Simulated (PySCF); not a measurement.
Spectrum to structure. Method: PySCF, TDDFT CAM-B3LYP/def2-SVPD, vertical, gas phase, core orbitals frozen in the response. Geometries: GFN2-xTB, one conformer each.

```json
{"state": "S1", "E (eV)": "5.87", "f": "0.0012", "main configurations (H = HOMO, L = LUMO)": "H-2→L (54%), H-1→L (33%)"}
{"state": "S2", "E (eV)": "6.34", "f": "0.0071", "main configurations (H = HOMO, L = LUMO)": "H→L+1 (37%), H→L+3 (17%), H→L+5 (16%)"}
{"state": "S3", "E (eV)": "6.88", "f": "0.055", "main configurations (H = HOMO, L = LUMO)": "H→L+1 (34%), H→L (27%), H→L+3 (14%)"}
{"state": "S4", "E (eV)": "7.49", "f": "0.0049", "main configurations (H = HOMO, L = LUMO)": "H→L (42%), H→L+5 (17%), H→L+2 (13%)"}
{"state": "S5", "E (eV)": "7.69", "f": "0.024", "main configurations (H = HOMO, L = LUMO)": "H→L+2 (34%), H→L+1 (20%), H→L (14%)"}
{"state": "S6", "E (eV)": "7.79", "f": "0.029", "main configurations (H = HOMO, L = LUMO)": "H-1→L (33%), H-2→L (28%), H-4→L (12%)"}
{"state": "S7", "E (eV)": "8.01", "f": "0.068", "main configurations (H = HOMO, L = LUMO)": "H-1→L+1 (42%), H-2→L+1 (10%), H-4→L (9%)"}
{"state": "S8", "E (eV)": "8.04", "f": "0.0040", "main configurations (H = HOMO, L = LUMO)": "H→L+3 (31%), H→L+4 (26%), H→L+5 (24%)"}
```

Triplets computed (Tamm–Dancoff): 5.34, 5.88, 6.14 eV.

Question: Which structure fits?
A. `O([Si@](O)(C)S)C=O`
B. `C[Si@@](O)(S)C(=O)O`
C. `CC[C@H]1CO[SiH2]O1`

Answer: A. Its S1 lies at 5.87 eV; the nearest of the others has S1 at 4.96 eV. S1 is HOMO-2→LUMO (54%), HOMO-1→LUMO (33%). Löwdin shares by element: HOMO sulfur 79%, silicon 8%, hydrogen 7% or more; LUMO oxygen 42% or more, carbon 38% or more, hydrogen 8% or more. At the same level the other candidates give, for their lowest levels:
- `CC[C@H]1CO[SiH2]O1`: 7.19 eV (f 0.001); 7.43 eV (f 0.000); 7.53 eV (f 0.004); 7.66 eV (f 0.043); 8.41 eV (f 0.002); T1 6.82 eV; HOMO -9.40, LUMO 1.21 eV
- `C[Si@@](O)(S)C(=O)O`: 4.96 eV (f 0.011); 5.91 eV (f 0.004); 6.35 eV (f 0.034); 6.99 eV (f 0.056); 7.27 eV (f 0.019); T1 4.31 eV; HOMO -8.78, LUMO 0.14 eV

Conformer computed: `[CH3:1][Si@:2]([OH:3])([SH:4])[O:5][CH:6]=[O:7]`: C1–Si2–O5–C6 -94°, Si2–O5–C6–O7 2°, H–O3–Si2–C1 81°, H–S4–Si2–C1 151°.
